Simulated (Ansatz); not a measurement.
Species: sum formula ReOBr4, charge 0, multiplicity 2. The spin state was set by rule; other spins were not relaxed. 
Coordinates optimised at B3LYP-D3(BJ)/def2-TZVP (Ansatz, a program for electronic structure):
```
Re
O 1 1.6633
Br 1 2.4546 2 105.73
Br 1 2.4546 2 105.73 3 -90.00
Br 1 2.4546 2 105.73 3 90.00
Br 1 2.4546 2 105.73 3 180.00
```
Charge 0, spin multiplicity 2.

Basis-set convergence of Hartree-Fock and CCSD(T) correlation energies (hartree) with Ansatz. Correlated levels leave the core frozen unless marked. Open shells are spin-unrestricted. Spin-orbit coupling is left out. The frozen core is the preceding noble-gas configuration, with the filled d and f shells of earlier blocks. In def2 rows, elements after Kr have scalar-relativistic effective core potentials.

The UHF reference is spin-contaminated (<S^2> 0.18 over the pure value in the largest basis). 

```csv
basis,functions,E(HF),"E(corr, CCSD(T))"
def2-SVP,174,-10440.80470,-1.00212
def2-TZVPP,279,-10442.21020,-1.28765
def2-QZVPP,501,-10442.41331,-1.39201
```

Extrapolating the two largest sets (X = 3 and 4) as X^-3: E(corr) = (64·(-1.39201) - 27·(-1.28765))/37 = -1.4682 Eh, an estimate of the basis-set limit. The largest set recovers 94.8 % of it, the smallest 68.3 %.
